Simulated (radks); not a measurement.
The numbers below are computed, except where a source is named.
Question: Coulomb parameter of the 5d shell of neutral rhenium in the model configuration [Xe] 4f14 5d5.5 6s1.5, as a second difference U = [E(n + 0.25) + E(n - 0.25) - 2 E(n)] / (0.25)^2 with all orbitals relaxed. "Bare": the charge of the atom changes with n. "Screened": the 6s shell takes up the change at fixed total charge, which measures U(5d,5d) + U(6s,6s) - 2 U(5d,6s). Level of theory: scalar-relativistic Kohn-Sham, PBEsol, spin-unpolarised, spherical densities, finite nucleus; Fermi nuclear charge, rms radius 5.3698 fm (a radial shooting solver on a logarithmic mesh with Libxc functionals). Estimate both.

Answer: U(bare) = 8.221 eV, U(screened by 6s) = 0.720 eV, against the Slater integral F0(5d,5d) = 12.621 eV with frozen orbitals. The step up makes a negative ion, whose loosely bound charge lowers the bare value.
